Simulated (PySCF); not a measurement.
## Zinc: a sound run and one with changed settings

Sound run: Zn⁺ [Ar] 3d10 4s1, Zn²⁺ [Ar] 3d10. All numbers are calculated (PySCF 2.14, the spin-free X2C one-electron Hamiltonian (Gaussian nucleus), in Sapporo-DKH3-DZP-2012). In the sound run the correlated levels freeze [Ar]. The sound run starts from symmetry-adapted Hartree-Fock orbitals and uses a fine grid where one is needed.

Changed run: the non-relativistic Hamiltonian (point nucleus). This setting is unsound on purpose.

```tsv
species	method	sound run (hartree)	changed run (hartree)	converged
Zn⁺	UHF	-1793.93776	-1768.71095	yes
Zn⁺	TPSS	-1795.54461	-1770.32748	yes
Zn⁺	r2SCAN	-1795.50514	-1770.28817	yes
Zn⁺	MP2	-1794.34786	-1769.11473	yes
Zn⁺	CCSD(T)	-1794.31359	-1769.08161	yes
Zn²⁺	UHF	-1793.31300	-1768.10193	yes
Zn²⁺	TPSS	-1794.86829	-1769.67079	yes
Zn²⁺	r2SCAN	-1794.82385	-1769.62619	yes
Zn²⁺	MP2	-1793.69486	-1768.47963	yes
Zn²⁺	CCSD(T)	-1793.66234	-1768.44800	yes
```

Ionisation energy of Zn⁺:

| method | sound run (eV) | changed run (eV) |
| --- | --- | --- |
| UHF | 17.001 | 16.572 |
| TPSS | 18.404 | 17.869 |
| r2SCAN | 18.539 | 18.014 |
| MP2 | 17.769 | 17.282 |
| SCS-MP2 | 17.644 | 17.166 |
| CCSD | 17.686 | 17.209 |
| CCSD(T) | 17.721 | 17.241 |

Most of the change in total energy is the relativistic energy itself. On top of that the contraction fixes the core shape for the Hamiltonian it was made with, so the changed run is not a good calculation with the other Hamiltonian either.

For comparison, NIST gives 17.964 eV between the lowest levels.
